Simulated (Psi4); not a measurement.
BeCl2, singlet, geometry from GFN2-xTB (such geometries of metal compounds can be far from the true shape); SVWN/STO-3G (Psi4 1.11).

Psi4 was given this input:
```
memory 2 GB

molecule {
0 1
Be    0.00000000    0.00000000    0.00000000
Cl    0.00000000    0.00000000    1.76296633
Cl   -0.00000000   -0.00000000   -1.76296633
}

set {
  basis sto-3g
  dft_radial_scheme mura
}

energy('svwn')
print_variables()
```

Question: Write the output that Psi4 gives for this input, abridged.

Answer: 
```
   => Loading Basis Set <=

    Name: STO-3G
    Role: ORBITAL
    Keyword: BASIS

         ---------------------------------------------------------
                                   SCF
               by Justin Turney, Rob Parrish, Andy Simmonett
                          and Daniel G. A. Smith
                              RKS Reference
         ---------------------------------------------------------

  ==> Geometry <==

    Molecular point group: d2h
    Full point group: D_inf_h

    Geometry (in Angstrom), charge = 0, multiplicity = 1:

       Center              X                  Y                   Z               Mass
    ------------   -----------------  -----------------  -----------------  -----------------
         BE           0.000000000000     0.000000000000     0.000000000000     9.012183065000
         CL           0.000000000000     0.000000000000     1.762966330000    34.968852682000
         CL           0.000000000000     0.000000000000    -1.762966330000    34.968852682000

  Running in d2h symmetry.

  Rotational constants: A = ************  B =      0.07755  C =      0.07755 [cm^-1]
  Rotational constants: A = ************  B =   2324.97231  C =   2324.97231 [MHz]
  Nuclear repulsion =   84.195713251616667

  Charge       = 0
  Multiplicity = 1
  Electrons    = 38
  Nalpha       = 19
  Nbeta        = 19

  ==> Algorithm <==

  SCF Algorithm Type is DF.
  DIIS enabled.
  MOM disabled.
  Fractional occupation disabled.
  Guess Type is SAD.
  Energy threshold   = 1.00e-06
  Density threshold  = 1.00e-06
  Integral threshold = 1.00e-12

  ==> Primary Basis <==

  Basis Set: STO-3G
    Blend: STO-3G
    Number of shells: 13
    Number of basis functions: 23
    Number of Cartesian functions: 23
    Spherical Harmonics?: true
    Max angular momentum: 1

  ==> DFT Potential <==

   => LibXC <=

    Version 7.1.2
    S. Lehtola, C. Steigemann, M. J. T. Oliveira, and M. A. L. Marques,  SoftwareX 7, 1–5 (2018) (10.1016/j.softx.2017.11.002)

   => Composite Functional: SVWN <=

    Slater exchange
    Vosko, Wilk & Nusair (VWN5_RPA)
    P. A. M. Dirac,  Math. Proc. Cambridge Philos. Soc. 26, 376 (1930) (10.1017/S0305004100016108)
    F. Bloch,  Z. Phys. 57, 545 (1929) (10.1007/BF01340281)
    S. H. Vosko, L. Wilk, and M. Nusair,  Can. J. Phys. 58, 1200 (1980) (10.1139/p80-159)

    Deriv               =              1
    GGA                 =          FALSE
    Meta                =          FALSE

    Exchange Hybrid     =          FALSE
    MP2 Hybrid          =          FALSE

   => Exchange Functionals <=

    1.0000         XC_LDA_X

   => Correlation Functionals <=

    1.0000   XC_LDA_C_VWN_RPA

   => LibXC Density Thresholds  <==

    XC_LDA_C_VWN_RPA:  1.00E-15
    XC_LDA_X:  1.00E-15

   => Molecular Quadrature <=

    Radial Scheme          =           MURA
    Pruning Scheme         =           NONE
    Nuclear Scheme         =       TREUTLER

    Blocking Scheme        =         OCTREE
    BS radius alpha        =              1
    Pruning alpha          =              1
    Radial Points          =             75
    Spherical Points       =            302
    Total Points           =          63212
    Total Blocks           =            552
    Max Points             =            255
    Max Functions          =             18
    Weights Tolerance      =       1.00E-15

   => Loading Basis Set <=

    Name: (STO-3G AUX)
    Role: JKFIT
    Keyword: DF_BASIS_SCF

  ==> Integral Setup <==

  SCF_SUBTYPE=INCORE selected. In-core MEM_DF algorithm will be used.
  Using in-core AOs.

  ==> MemDFJK: Density-Fitted J/K Matrices <==

    J tasked:                   Yes
    K tasked:                    No
    wK tasked:                   No
    Algorithm:                 Core
    Schwarz Cutoff:           1E-12
    Mask sparsity (%):       9.4518
    Fitting Condition:        1E-10

   => Auxiliary Basis Set <=

  Basis Set: (STO-3G AUX)
    Blend: DEF2-UNIVERSAL-JKFIT
    Number of shells: 93
    Number of basis functions: 307
    Number of Cartesian functions: 370
    Spherical Harmonics?: true
    Max angular momentum: 4

  Minimum eigenvalue in the overlap matrix is 1.8272980160E-01.
  Reciprocal condition number of the overlap matrix is 9.7079261133E-02.
    Using symmetric orthogonalization.

  ==> Pre-Iterations <==

  SCF Guess: Superposition of Atomic Densities via on-the-fly atomic UHF (no occupation information).

   -------------------------
    Irrep   Nso     Nmo
   -------------------------
     Ag         7       7
     B1g        0       0
     B2g        2       2
     B3g        2       2
     Au         0       0
     B1u        6       6
     B2u        3       3
     B3u        3       3
   -------------------------
    Total      23      23
   -------------------------

  ==> Iterations <==

                           Total Energy        Delta E     RMS |[F,P]|

   @DF-RKS iter SAD:  -922.23058612543764   -9.22231e+02   0.00000e+00
   @DF-RKS iter   1:  -922.58291856781557   -3.52332e-01   1.30869e-02 ADIIS/DIIS
   @DF-RKS iter   2:  -922.55385042163039    2.90681e-02   2.21507e-02 ADIIS/DIIS
   @DF-RKS iter   3:  -922.60430276933096   -5.04523e-02   1.00566e-03 ADIIS/DIIS
   @DF-RKS iter   4:  -922.60441355641876   -1.10787e-04   1.80303e-05 DIIS
   @DF-RKS iter   5:  -922.60441359379718   -3.73784e-08   2.07137e-07 DIIS
  Energy and wave function converged.

  ==> Post-Iterations <==

   Electrons on quadrature grid:
      Ntotal   =   38.0000052369 ; deviation = 5.237e-06

    Orbital Energies [Eh]
    ---------------------

    Doubly Occupied:

[...]
       2B3g   -0.267314

    Virtual:

[...]
       6B1u    0.409784

    Final Occupation by Irrep:
             Ag   B1g   B2g   B3g    Au   B1u   B2u   B3u
    DOCC [     6,    0,    2,    2,    0,    5,    2,    2 ]
    NA   [     6,    0,    2,    2,    0,    5,    2,    2 ]
    NB   [     6,    0,    2,    2,    0,    5,    2,    2 ]

  @DF-RKS Final Energy:  -922.60441359379718

   => Energetics <=

    Nuclear Repulsion Energy =             84.1957132516166666
    One-Electron Energy =               -1445.4953301211494363
    Two-Electron Energy =                 495.4419420433960113
    DFT Exchange-Correlation Energy =     -56.7467387676605242
    Empirical Dispersion Energy =           0.0000000000000000
    VV10 Nonlocal Energy =                  0.0000000000000000
    Total Energy =                       -922.6044135937971760

Computation Completed

Properties will be evaluated at   0.000000,   0.000000,   0.000000 [a0]

Properties computed using the SCF density matrix

 Multipole Moments:

 ------------------------------------------------------------------------------------
     Multipole            Electronic (a.u.)      Nuclear  (a.u.)        Total (a.u.)
 ------------------------------------------------------------------------------------

 L = 1.  Multiply by 2.5417464519 to convert [e a0] to [Debye]
 Dipole X            :          0.0000000            0.0000000            0.0000000
 Dipole Y            :          0.0000000            0.0000000            0.0000000
 Dipole Z            :          0.0000000            0.0000000            0.0000000
 Magnitude           :                                                    0.0000000

 ------------------------------------------------------------------------------------

  Variable Map:
  ----------------------------------------------------------------------------
[...]
  Array Variable Map:
  ----------------------------------------------------------------------------
[...]
[...]
```
